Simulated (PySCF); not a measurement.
One of the candidates below gave these computed data.

All candidates are C2H5N3Si.

* Polarisability: 67.9 au [CAM-B3LYP/def2-SVPD]
* UV, first state: lowest singlet excitation: 5.64 eV (220 nm, f = 0.001) [TDDFT CAM-B3LYP/def2-SVPD]
* 13C NMR: chemical shifts (computed TMS as zero) by class: 146.0 (1 C), 143.1 (1 C) ppm [GIAO PBE0/pcSseg-1]
* Rotational structure: rotational constants A, B, C: 9.062, 2.022, 1.685 GHz [GFN2-xTB]
* Triplet: lowest triplet excitation (Tamm–Dancoff): 4.83 eV [TDA CAM-B3LYP/def2-SVPD]
* XPS: Si2p3/2 107.2, C1s 291.8, C1s 292.3, N1s 405.0, N1s 405.1, N1s 407.1, Si1s 1847.0 eV [ΔSCF SCAN, pcX-2 on the ionised atom, pcseg-1 elsewhere, spin-free X2C, 2p3/2 from a spin–orbit splitting computed afterwards within the 2p shell]

Electronic properties: PySCF, gas phase, density fitting. Levels stand in brackets. Geometry: GFN2-xTB; no solvent, vibrations or thermal averaging. GFN2-xTB frequencies show an imaginary mode (36i cm⁻¹), so this geometry is no minimum at that level. NMR values are class means; diastereotopic atoms form classes of their own.

**Question.** Which candidate is it?
A. `[SiH3]n1ccnn1`
B. `[SiH3]c1nnc[nH]1`
C. `[SiH3]c1cnn[nH]1`
D. `[SiH3]n1nccn1`

**Answer.** B. It is `[SiH3]c1nnc[nH]1`. Numbering: `[SiH3:1][c:2]1[n:3][n:4][cH:5][nH:6]1`. Its formula, C2H5N3Si, gives 3 degrees of unsaturation: 1 ring and 2 π bonds in the structure found (Kekulé form). 2 carbons fall into 2 classes; from least to most shielded: substituted aromatic carbon [C2] (146.0 ppm), aromatic CH next to a ring nitrogen [C5] (143.1 ppm). The core levels belong to: Si2p3/2 107.2 eV, SiH3 silicon [Si1]; C1s 291.8 eV, substituted aromatic carbon [C2]; C1s 292.3 eV, aromatic CH next to a ring nitrogen [C5]; N1s 405.0 eV, pyridine-type nitrogen [N3]; N1s 405.1 eV, pyridine-type nitrogen [N4]; N1s 407.1 eV, pyrrole-type nitrogen [N6]; Si1s 1847.0 eV, SiH3 silicon [Si1]. By its constants the optimised geometry is an asymmetric top.

The others, at the same levels:
- `[SiH3]c1cnn[nH]1` fails: its computed 13C shifts are 145.1 (1 C), 127.1 (1 C) ppm and core binding energies are Si2p3/2 107.4, C1s 291.2, C1s 291.4, N1s 405.5, N1s 406.2, N1s 407.5, Si1s 1847.1 eV.
- `[SiH3]n1ccnn1` fails: its computed 13C shifts are 138.5 (1 C), 133.8 (1 C) ppm, core binding energies are Si2p3/2 108.0, C1s 291.1, C1s 291.7, N1s 405.4, N1s 406.1, N1s 406.6, Si1s 1847.7 eV and lowest triplet excitation (Tamm–Dancoff) is 4.58 eV (against 4.83 eV).
- `[SiH3]n1nccn1` fails: it has 1 carbon class against 2; its computed 13C shifts are 141.7 (2 C) ppm, lowest singlet excitation is 6.20 eV (200 nm, f = 0.000) (against 5.64 eV) and smallest rotational constant is 1.835 GHz (against 1.685 GHz).
